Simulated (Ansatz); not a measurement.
Abridged output of a molecular run in Ansatz:

```
Functional definition: HF
1532 factors; integrals over basis functions are off by at most 1.2e-3 eV
mean field evaluation 1: about -20008.7783 eV, gradient 4.7e1 eV
mean field evaluation 2: about -20009.0787 eV, gradient 4.8e1 eV
mean field evaluation 4: about -20013.8088 eV, gradient 4.2e0 eV
mean field evaluation 8: about -20013.8926 eV, gradient 2.6e-1 eV
mean field evaluation 16: about -20013.8931 eV, gradient 1.5e-6 eV
mean field -20013.89308927 eV, -735.4970051267 hartree, gradient 1.5e-6 eV, S^2 0.000000; 0 other end points of the search recorded, 0 dependent functions left out
13 core orbitals not correlated: weight in the atoms' cores, before any rotation towards them, 1.000 or more for the frozen orbitals, at most 0.000 for the correlated occupied ones
reference -20013.89308927 eV, -735.4970051267 hartree; 14, 14 occupied and 234, 234 virtual orbitals, 1532 factors
second order -21.83751972 eV of doubles, -0.00000000 eV of singles
cycle   1  -22.22235506 eV  change   -3.8e-1 eV  update   1.1e-1
cycle   2  -22.78980865 eV  change   -5.7e-1 eV  update   3.3e-2
cycle   3  -22.91579914 eV  change   -1.3e-1 eV  update   1.8e-2
cycle   4  -22.90071682 eV  change    1.5e-2 eV  update   4.5e-3
cycle   5  -22.89954653 eV  change    1.2e-3 eV  update   2.1e-3
cycle   6  -22.89980200 eV  change   -2.6e-4 eV  update   5.9e-4
cycle   7  -22.89937473 eV  change    4.3e-4 eV  update   2.1e-4
cycle   8  -22.89935937 eV  change    1.5e-5 eV  update   7.7e-5
cycle   9  -22.89939734 eV  change   -3.8e-5 eV  update   2.8e-5
cycle  10  -22.89938581 eV  change    1.2e-5 eV  update   1.2e-5
perturbative correction -0.98327901 eV, -0.0361348372 hartree
Total energy: -20037.77575409 eV, -736.3746768706 hartree
```

Its atoms:

Cartesian coordinates in Å:
```
B 1.0637 -0.3863 1.0394
Si -0.1264 1.0021 0.3322
O -0.5919 2.5450 0.5296
N -0.8260 0.1080 -0.8960
Si 0.1397 -1.3665 -0.4929
H 0.7572 -0.7339 2.1515
H 2.2290 -0.1257 0.8806
H -1.2543 2.9392 -0.0441
H -1.5157 0.2577 -1.6148
H 0.9273 -1.7590 -1.6955
H -0.8026 -2.4806 -0.1901
```

Question: Which basis set was used?
A. def2-TZVPPD
B. def2-SVPD
C. def2-TZVPP
D. cc-pV(D+d)Z

Answer: C. It gives 261 functions.

Question: Write the keys of the input that set method, charge and spin (a neutral closed shell needs none for the last two).

Answer: 
```yaml
correlation: {method: ccsd_t}
```
